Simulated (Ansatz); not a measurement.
C3H6Zn, relaxed with RKS PBE0-D4/def2-TZVP in Ansatz from a PBE-D4/def2-SVP geometry. The force threshold is 0.005 eV/Å; the program also tests the step.

The species carries charge 0 and has multiplicity 1. The bonds changed during the relaxation, so this is another structure than the one it started from.

Start:

```xyz
10

C    -0.052   -0.671   -1.222
C    -0.354    0.386   -0.444
C    -0.497    0.352    1.045
Zn    2.813   -0.259    0.301
H     0.072   -1.681   -0.795
H     0.065   -0.571   -2.312
H    -0.467    1.377   -0.922
H    -1.453    0.811    1.376
H     0.318    0.939    1.529
H    -0.446   -0.682    1.444
```

| step | energy (eV) | largest force (eV/Å) | largest move (Å) |
| --- | --- | --- | --- |
| 1 | -51618.4813 | 0.553 | 0.000 |
| 2 | -51618.5354 | 0.186 | 0.082 |
| 3 | -51618.5462 | 0.292 | 0.124 |
| 4 | -51618.5555 | 0.074 | 0.110 |
| 5 | -51618.5575 | 0.017 | 0.053 |
| 6 | -51618.5582 | 0.012 | 0.049 |
| 7 | -51618.5584 | 0.011 | 0.018 |
| 8 (rejected) | -51618.4456 | 1.518 | 0.092 |
| 9 | -51618.5587 | 0.022 | 0.021 |
| 10 (rejected) | -51618.5587 | 0.029 | 0.017 |
| 11 | -51618.5587 | 0.007 | 0.008 |
| 12 | -51618.5588 | 0.007 | 0.013 |
| 13 | -51618.5588 | 0.003 | 0.003 |

End:

```xyz
10

C    -0.113   -0.653   -1.216
C    -0.380    0.396   -0.451
C    -0.527    0.359    1.030
Zn    3.213   -0.347    0.373
H     0.007   -1.646   -0.793
H    -0.009   -0.561   -2.291
H    -0.493    1.371   -0.921
H    -1.508    0.735    1.338
H     0.219    0.999    1.513
H    -0.409   -0.654    1.419
```

It took 38 s on 4 threads of a server CPU on a shared host, with 0.45 GiB of host memory at the peak.
